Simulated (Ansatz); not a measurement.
CH3ClFNOSi can be A, `NC(=O)[SiH](F)Cl`, or B, `C=N[Si](O)(F)Cl`.

Calculated with Ansatz (gas phase, PBE0-D4/def2-TZVP geometries, no zero-point term in ΔE). CCSD(T)/CBS adds triple-zeta CCSD(T) − MP2 to the extrapolated MP2 energy (def2 sets, frozen cores). Functionals use def2-TZVPP. One conformer a species, not always the lowest.

A:

```xyz
9

N     0.661   -1.309   -0.590
C     0.094   -0.100   -0.781
O    -0.019    0.438   -1.867
Si   -0.583    0.855    0.719
F    -0.620   -0.116    1.987
Cl    0.664    2.403    1.136
H     0.717   -1.721    0.324
H     1.024   -1.816   -1.383
H    -1.938    1.366    0.456
```

B:

Z-matrix (Å, degrees):
```
Si
N 1 1.713
F 1 1.584 2 113.3
O 1 1.616 2 110.8 3 118.3
Cl 1 2.031 2 107.3 3 -118.8
C 2 1.258 1 126.9 3 7.1
H 4 0.958 1 118.0 2 51.0
H 6 1.099 2 124.2 1 0.8
H 6 1.096 2 120.0 1 -179.2
```

**Question.** Which isomer does CCSD(T)/CBS put lower? Give the gap. (Best estimate.)

**Answer.** Computed: B, by 141.0 kJ/mol.

**Question.** Give E(B) − E(A) in kJ/mol with PBE-D4, HF/def2-TZVPP, MP2/def2-TZVPP, r2SCAN-D4, ωB97M-V, CCSD(T)/def2-TZVPP, PBE0-D4. (Best estimate.)

**Answer.** Computed: PBE-D4 -96.3, HF/def2-TZVPP -151.7, MP2/def2-TZVPP -139.3, r2SCAN-D4 -117.7, ωB97M-V -129.2, CCSD(T)/def2-TZVPP -138.9, PBE0-D4 -112.1. None reverses the order clearly.

Largest T1 diagnostic: 0.014.

In def2-TZVPP, CCSD(T) changes the Hartree–Fock value by +12.9 kJ/mol (the triples alone add +4.7 kJ/mol) and MP2 by +12.4 kJ/mol. From PBE to PBE0 (25 % exact exchange), in def2-TZVPP and without D4, E(B) − E(A) moves by −16.1 kJ/mol.
